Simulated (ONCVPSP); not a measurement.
## Configuration tests for Cd (Z = 48) (ONCV)

- Element: Cd (Z = 48)
- Generator: ONCVPSP 4.0.1
- Type: optimised norm-conserving Vanderbilt (ONCV)
- Functional: PBE
- Relativity: scalar-relativistic
- Frozen core: [Ar] 3d10
- Valence charge: 20
- Reference configuration: 4s2 4p6 4d10 5s2
- Partial waves: 4s+5s: rc 1.60 bohr, ncon 4, nbas 7, qcut 7.9 1/bohr, 3 projectors, debl 2.9 Ha; 4p: rc 0.95 bohr, ncon 4, nbas 7, qcut 9.3 1/bohr, 2 projectors, debl 0.9 Ha; 4d: rc 1.10 bohr, ncon 4, nbas 7, qcut 10.2 1/bohr, 2 projectors, debl 1.9 Ha
- Local potential: polynomial inside 0.85 bohr (lpopt 1, dvloc0 0 Ha)
- Core correction: Teter function, fcfact 3, rcfact 1.8

In the p channel the program set the typed energies aside and used -2.461, 0.250 Ha.

Energies are relative to the spin-unpolarised reference configuration 4s2 4p6 4d10 5s2; without spin polarisation the order of configurations can differ from experiment.

```csv
valence configuration,charge,ΔE all-electron (eV),error AE − PS (meV)
4s2 4p6 4d10 5s0,+2,26.399,-10
4s2 4p6 4d9 5s0,+3,64.408,-15
4s2 4p6 4d9 5s2 5p1,0,12.646,-2.5
```

(1) What are ΔE and the potential's error for 4s2 4p6 4d10 5s1?

Levels in the configuration 4s2 4p6 4d9 5s2 5p1:

| level | all-electron (eV) | pseudo (eV) |
| --- | --- | --- |
| 4s | -112.478 | -112.476 |
| 4p | -73.325 | -73.327 |
| 4d | -17.261 | -17.265 |
| 5s | -8.000 | -7.998 |
| 5p | -2.526 | -2.526 |

## Answers

(1) ΔE = 9.273 eV all-electron; the error (AE − PS) is -2.5 meV.
